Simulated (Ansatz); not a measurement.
Consider the formal exchange of groups at a Ge–S bond: `[CH3][GeH2][SH]` + `[BH2][AlH2]` → `[CH3][GeH2][BH][AlH2]` + H₂S.

Program: Ansatz. Geometries: PBE0-D4/def2-TZVP. ΔE: electronic, gas phase. CBS: MP2 limit from def2 TZ/QZ plus the TZ coupled-cluster correction, frozen cores. This one scheme is used for every species. Functionals use def2-TZVPP. For Ge outer-core shells are correlated without core-valence functions, which leaves a few kJ/mol of doubt a bond. Scalar relativity is left out up to krypton. Each species was taken in one conformer, which may not be the lowest.

```tsv
level	ΔE (kJ/mol)
r2SCAN-D4	44.3
MP2/def2-TZVPP	50.6
SCS-MP2/def2-QZVPP	52.4
CCSD/CBS(def2)	44.9
```

Q: What does CCSD(T)/CBS give? (An estimate is asked.)

A: Ansatz gave: +43.5 kJ/mol. The listed levels differ from it by 0.8, 7.1, 8.9, 1.4 kJ/mol.

Largest T1 diagnostic among the species: 0.012.

In def2-TZVPP, CCSD(T) changes the Hartree–Fock value by −19.0 kJ/mol (the triples alone add −1.3 kJ/mol) and MP2 by −12.1 kJ/mol. From PBE to PBE0 (25 % exact exchange), in def2-TZVPP and without D4, ΔE moves by +4.9 kJ/mol.
